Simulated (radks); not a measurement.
Values are calculated unless marked as measured or tabulated.
These are the eigenvalues of the occupied orbitals of an atom or ion with whole-number occupations (eV). Code: a radial shooting solver on a logarithmic mesh with Libxc functionals. Model: non-relativistic Kohn-Sham, LDA (Slater exchange, Perdew-Wang correlation), spin-unpolarised, spherical densities, point nucleus.

| orbital | eigenvalue |
|---|---|
| 1s | -63226.78 |
| 2s | -11461.71 |
| 2p | -11037.73 |
| 3s | -3587.874 |
| 3p | -3394.707 |
| 3d | -3036.773 |
| 4s | -1581.244 |
| 4p | -1497.910 |
| 4d | -1348.954 |

Which element is it, and in what charge state? The configuration may be excited.

Answer. Z = 73, tantalum, charge +33: Ta33+ in [Kr] 4d4. The list shows which subshells hold electrons but not how many an open one holds; the 1s level, -2323.5 hartree, gives Z - s = 68.2 by -(Z - s)^2/2, which with screening narrows Z to a few neighbours, and the depths of the outer levels then fix element, charge and occupations together.
